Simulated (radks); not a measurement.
The numbers below are computed, except where a source is named.
Q: These are the eigenvalues of the occupied orbitals of an atom or ion with whole-number occupations (hartree). Level of theory: Dirac Kohn-Sham, PBE, spin-unpolarised, spherical densities, point nucleus (a radial shooting solver on a logarithmic mesh with Libxc functionals).

1s1/2: -2630.370
2s1/2: -456.1066
2p1/2: -436.3898
2p3/2: -383.4757
3s1/2: -105.9461
3p1/2: -97.15850
3p3/2: -85.66721
3d3/2: -70.93509
3d5/2: -68.44119
4s1/2: -22.47713
4p1/2: -18.81279
4p3/2: -16.13208
4d3/2: -10.12323
4d5/2: -9.62800
5s1/2: -3.59086
5p1/2: -2.48504
5p3/2: -2.08197
4f5/2: -2.06681
4f7/2: -1.97450
5d3/2: -0.66541
5d5/2: -0.62951
7p1/2: -0.15121
7p3/2: -0.14269

Which element is it, and in what charge state? The configuration may be excited. Open shells, if any, are shared by 2j + 1.

A: Z = 75, rhenium, charge +1: Re+ in [Xe] 4f14 5d5 7p1. The list shows which subshells hold electrons but not how many an open one holds; the 1s level, -2630.4 hartree, gives Z - s = 72.5 by -(Z - s)^2/2, which with screening and relativity narrows Z to a few neighbours, and the depths of the outer levels then fix element, charge and occupations together.
